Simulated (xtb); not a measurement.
Ga(Cl)2(SeH) (Cl₂GaHSe), SMILES [Cl][Ga]([Cl])[SeH]. All values are semi-empirical tight-binding results from xtb (GFN2-xTB unless named), good for trends rather than for accurate numbers. The structure is a stationary point at GFN2-xTB. The structure was generated by enumeration; whether it is a known compound was not checked. Other conformers were not sampled.

For metal compounds this method's bond lengths and energies can be far off.

- point group as xtb finds it: Cs
- orbital gap: 3.26 eV
- zero-point energy: 5.8 kcal/mol
- G − E(el) at 298.15 K (modified RRHO): -15.6 kcal/mol
